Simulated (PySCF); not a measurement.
Which setting was changed?

Settings: PySCF, density fitting, no solvent, no relativity; the PBE0-D3(BJ)/def2-SVP geometry of a molecule is the same in every run. Shieldings use GIAOs. All basis functions are spherical. Starting from PBE0/6-311+G(2d,p), one thing was changed at a time: the basis to def2-TZVP, the basis to pcSseg-2, the basis to 6-31G*, the basis to cc-pVDZ.

Changes against PBE0/6-311+G(2d,p) in 5 molecules:

```csv
molecule,changed to,mean 1H shielding (ppm),HOMO energy (eV),mean 13C shielding (ppm)
BC1=C(F)CC1,def2-TZVP,-0.02,+0.02,-0.9
BC1=C(F)CC1,pcSseg-2,-0.23,0.00,-6.0
BC1=C(F)CC1,6-31G*,+0.47,+0.28,+13.4
BC1=C(F)CC1,cc-pVDZ,-0.13,+0.14,+12.8
C=C=CCBF,def2-TZVP,-0.03,+0.03,-0.5
C=C=CCBF,pcSseg-2,-0.27,0.00,-6.4
C=C=CCBF,6-31G*,+0.62,+0.31,+15.6
C=C=CCBF,cc-pVDZ,-0.04,+0.16,+14.3
C#C[SiH2]C[SiH2]F,def2-TZVP,0.00,+0.01,0.0
C#C[SiH2]C[SiH2]F,pcSseg-2,-0.09,-0.01,-4.5
C#C[SiH2]C[SiH2]F,6-31G*,+0.55,+0.30,+14.7
C#C[SiH2]C[SiH2]F,cc-pVDZ,0.00,+0.16,+13.9
C[Si@@H](O)O[SiH2]F,def2-TZVP,-0.01,+0.03,+0.8
C[Si@@H](O)O[SiH2]F,pcSseg-2,-0.22,0.00,-1.9
C[Si@@H](O)O[SiH2]F,6-31G*,+0.46,+0.23,+7.7
C[Si@@H](O)O[SiH2]F,cc-pVDZ,-0.04,+0.23,+10.2
C=C/C=C\BF,def2-TZVP,-0.04,+0.02,-1.2
C=C/C=C\BF,pcSseg-2,-0.28,-0.01,-8.6
C=C/C=C\BF,6-31G*,+0.71,+0.31,+18.4
C=C/C=C\BF,cc-pVDZ,+0.03,+0.14,+15.4
```

For `CO[Si@H](F)O[SiH3]` the PBE0/6-311+G(2d,p) run gave mean 1H shielding 26.99 ppm, HOMO energy -8.75 eV, mean 13C shielding 136.6 ppm. The changed runs lost their labels:

```csv
run,mean 1H shielding (ppm),HOMO energy (eV),mean 13C shielding (ppm)
A,26.85,-8.76,131.8
B,27.45,-8.48,145.5
C,26.98,-8.72,136.1
D,26.98,-8.52,148.3
```

Problem. Which run belongs to which change?

Solution. A: pcSseg-2; B: 6-31G*; C: def2-TZVP; D: cc-pVDZ.

```csv
run,"change of mean 1H shielding (ppm), here / mean of the others","change of HOMO energy (eV), here / mean of the others","change of mean 13C shielding (ppm), here / mean of the others",next best match
A,-0.14 / -0.22,-0.01 / 0.00,-4.8 / -5.5,def2-TZVP
B,+0.46 / +0.56,+0.27 / +0.29,+8.9 / +14.0,cc-pVDZ
C,-0.01 / -0.02,+0.03 / +0.02,-0.5 / -0.4,pcSseg-2
D,-0.01 / -0.04,+0.23 / +0.17,+11.7 / +13.3,6-31G*
```

Each run is given to the change whose mean effect on the other molecules lies nearest, every quantity measured in units of its scatter between molecules.

Problem. Would one quantity have been enough? Give each run to the change with the nearest mean effect on that quantity alone.

Solution. mean 1H shielding: 3 of 4 runs rightly; HOMO energy: 3 of 4 runs rightly; mean 13C shielding: 3 of 4 runs rightly.

Only sets that this rule tells apart clearly are shown.
